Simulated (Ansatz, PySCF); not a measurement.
Noncovalent pair: CH5GaO (SMILES C[O][GaH2]) (first 8 atoms) with HF (SMILES F); geometry from B3LYP-D3(BJ)/def2-TZVP, rigid monomers moved along the line of their centres of mass till O2···H10 is 1.44 Å.
(charge 0, multiplicity 1):
```xyz
10

C     -0.81962    -0.59601     2.46606
O      0.30629     0.09501     1.93705
Ga     0.60977     0.39947     0.17662
H     -1.49902    -0.92624     1.67508
H     -0.47996    -1.47016     3.02538
H     -1.36446     0.06329     3.14487
H     -0.50087    -0.17495    -0.75501
H      1.92416     1.17866    -0.07774
F      1.84791     0.86576     3.60073
H      1.24489     0.56614     2.92161
```

Counterpoise-corrected where a basis set is named; no monomer relaxation. Rows marked so take none.

Rows in 3-21G, 6-31G* carry no dispersion term and start afresh at each structure (6-31G* with six Cartesian d functions); the Pople sets are all-electron and without relativity.

Run with Ansatz (Gaussian basis) for Hartree–Fock, density functionals and correlated methods; PySCF for 3-21G rows, 6-31G* rows, the dispersion terms. 

### Question
One of these levels gives -30.2 kJ/mol for the interaction energy. Which one is it?
(A) PBE-D4/def2-TZVPPD
(B) HF/aug-cc-pVDZ
(C) HF/3-21G (no counterpoise)
(D) B3LYP/6-31G*

### Answer
D, B3LYP/6-31G*. The others give -76.6 (HF/3-21G (no counterpoise)), -39.8 (HF/aug-cc-pVDZ), -47.7 (PBE-D4/def2-TZVPPD)

Ansatz is a quantum-chemistry and plane-wave program.
